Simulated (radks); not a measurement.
Task: All-electron atom: Er2.5+ in [Xe] 4f10 6s1.5 (fractional occupations, a model configuration). Method: Dirac Kohn-Sham, PBE, spin-unpolarised, spherical densities, point nucleus; open shells are shared between the two j in proportion to 2j + 1; computed with a radial shooting solver on a logarithmic mesh with Libxc functionals. Some entries of the table are withheld. Estimate them.

orbital     occ.  eigenvalue (hartree)  <r^2> (bohr^2)
1s1/2          2             -2107.499       0.0005678
2s1/2          2             -355.0834        0.008775
2p1/2          2             -338.2373        0.006330
2p3/2          4             -304.5453        0.007550
3s1/2          2                   (1)         0.05794
3p1/2          2             -73.38109             (2)
3p3/2          4             -66.30620             (3)
3d3/2          4             -53.69201         0.04765
3d5/2          6             -52.14661         0.04955
4s1/2          2             -17.13557          0.2903
4p1/2          2             -14.18279             (4)
4p3/2          4             -12.57956             (5)
4d3/2          4              -7.71869          0.3814
4d5/2          6              -7.42530          0.3958
5s1/2          2              -3.10748           1.637
5p1/2          2              -2.26122           2.010
5p3/2          4              -2.02903           2.288
4f5/2    4.28571                   (6)          0.6696
4f7/2    5.71429                   (7)          0.6894
6s1/2        1.5              -0.82721           9.565

Result: 
(1) 3s1/2 eigenvalue (hartree): -80.76453
(2) 3p1/2 <r^2> (bohr^2): 0.05363
(3) 3p3/2 <r^2> (bohr^2): 0.06047
(4) 4p1/2 <r^2> (bohr^2): 0.3029
(5) 4p3/2 <r^2> (bohr^2): 0.3401
(6) 4f5/2 eigenvalue (hartree): -1.54456
(7) 4f7/2 eigenvalue (hartree): -1.49948
